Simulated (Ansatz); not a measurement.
Basis-set extrapolation for `C=[C]1[AlH][SiH2]1` (PBE0-D4/def2-TZVP geometry, frozen core, Ansatz 0.2.0). Multiplicity 1, RHF reference.

```csv
,def2-TZVPP,def2-QZVPP
HF,-609.443106,-609.461993
MP2 correlation,-0.513808,-0.548163
CCSD(T) correlation,-0.584032,not run
```

Energies in hartree. Use E(X) = E(∞) + A·exp(−7.88·√X) for Hartree–Fock and E(X) = E(∞) + B·X^(−2.97) for correlation, with X = 3 and 4, and add CCSD(T) minus MP2 of the smaller set to the MP2 limit.

Problem. What is the CCSD(T) energy at the basis-set limit?

Solution. HF limit: -609.461993 + (-0.018887) × 0.13774 = -609.46459. MP2 limit: -0.548163 + (-0.034355) × 0.74074 = -0.57361. Higher-order term: -0.584032 − (-0.513808) = -0.07022. Total: -610.10842 hartree, 213.4 kJ/mol below CCSD(T)/def2-TZVPP.
